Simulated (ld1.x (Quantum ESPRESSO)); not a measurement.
Which change was made? (In, TM)

- Element: indium (In)
- Generator: ld1.x (Quantum ESPRESSO) 7.5
- Type: norm-conserving Troullier–Martins (Kleinman–Bylander form)
- Functional: PBE
- Relativity: fully relativistic
- Frozen core: [Kr]
- Valence charge: 13
- Reference configuration: 4d10 5s2 5p0 (charge +1)
- Partial waves: 5s (bound): rc 2.25 bohr; 5p (bound, empty): rc 2.55 bohr; 4d (bound): rc 1.50 bohr
- Local potential: the d channel
- Core correction: none

Open shells are filled in proportion to 2j + 1 (rel_dist='average').

Cutoffs, loose and tight: the cutoffs (Ry, on a coarse ladder) from which the occupation-weighted sum of valence levels, in a spherical-Bessel basis at the reference potential, stays within 10 and 1 mRy of its value at 400 Ry. They do not see the model core or the augmentation charge, which bear on the density cutoff. Test errors are all-electron minus pseudo excitation energies from the reference, over the configurations 4d10 5s2 5p1; 4d10 5s1 5p0; 4d10 5s0 5p0; 4d9 5s0 5p0; 4d9 5s2 5p2; 4d10 5s1 5p1; 4d9 5s2 5p1; variants that change the core or the reference have their own tests. The largest error is taken over the tests solved by every variant that gives reliable tests at all, those not shown here included: 4d10 5s0 5p0; 4d10 5s1 5p0; 4d10 5s1 5p1; 4d10 5s2 5p1; 4d9 5s0 5p0.

The base gives: outcome: generated, misses its reference levels by 0.52 eV; cutoff, loose: 80 Ry; cutoff, tight: 120 Ry; bound ghosts: s, p3/2, p1/2; largest test error (meV): +168.

(1) After one change the result is: outcome: generated, misses its reference levels by 0.52 eV; cutoff, loose: 90 Ry; cutoff, tight: 140 Ry; bound ghosts: s, p3/2, p1/2; largest test error (meV): +135. Which change was it?
A. all radii scaled by about 0.88 (s 1.98, p 2.24, d 1.32 bohr)
B. all radii scaled by about 1.28 (s 2.88, p 3.28, d 1.92 bohr)
C. all radii scaled by about 0.76 (s 1.72, p 1.94, d 1.14 bohr)

Results:

(1) C. The others give: all radii scaled by about 1.28 (s 2.88, p 3.28, d 1.92 bohr) → outcome: generated, misses its reference levels by 0.52 eV; cutoff, loose: 60 Ry; cutoff, tight: 100 Ry; bound ghosts: s, p3/2, p1/2; largest test error (meV): -234 | all radii scaled by about 0.88 (s 1.98, p 2.24, d 1.32 bohr) → outcome: generated, misses its reference levels by 0.52 eV; cutoff, loose: 90 Ry; cutoff, tight: 140 Ry; bound ghosts: s, p3/2, p1/2; largest test error (meV): +182.
